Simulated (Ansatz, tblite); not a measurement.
Isomers of Li$_{2}$Al$_{2}$⁺ (doublet), found by a short tight-binding search and relaxed with PBE-D4/def2-TZVP in Ansatz.

The xTB rows come from tblite. HSE06 is defined as in plane-wave codes, on full-range PBE exchange.

Run but left out: HF/def2-TZVPP, MP2/def2-TZVPP, CCSD/def2-TZVPP, CCSD(T)/def2-TZVPP (A: ⟨S²⟩ 1.66, where a pure state has 0.75); r2SCAN-D4/def2-TZVP, r2SCAN0-D4/def2-TZVP (B: ⟨S²⟩ 1.07 to 1.12, where a pure state has 0.75).

Other spin states were run for one of them alone.

A:

```xyz
4

Al    1.6105   -0.1468   -0.4054
Al   -0.3081   -1.6378    0.0659
Li   -0.2675    0.8818    1.6984
Li   -1.0349    0.9028   -1.3589
```

B:

Cartesian coordinates in Å:
```
Al -0.159 0.059 -1.293
Al 0.165 -0.061 1.292
Li -0.498 0.190 -3.945
Li 0.492 -0.188 3.945
```

Task: Estimate which lies lowest at each level, and how far above it the others are (eV).

Result: 
```json
{"level": "GFN1-xTB", "A": "0.00", "B": "2.81"}
{"level": "GFN2-xTB", "A": "0.95", "B": "0.00"}
{"level": "PBE-D4/def2-TZVP", "A": "0.00", "B": "0.04"}
{"level": "PBE0-D4/def2-TZVP", "A": "0.10", "B": "0.00"}
{"level": "HSE06-D4/def2-TZVP", "A": "0.10", "B": "0.00"}
```
Point groups (tolerance 0.1 Å): A C2v, B D∞h. Lower isomers may exist.
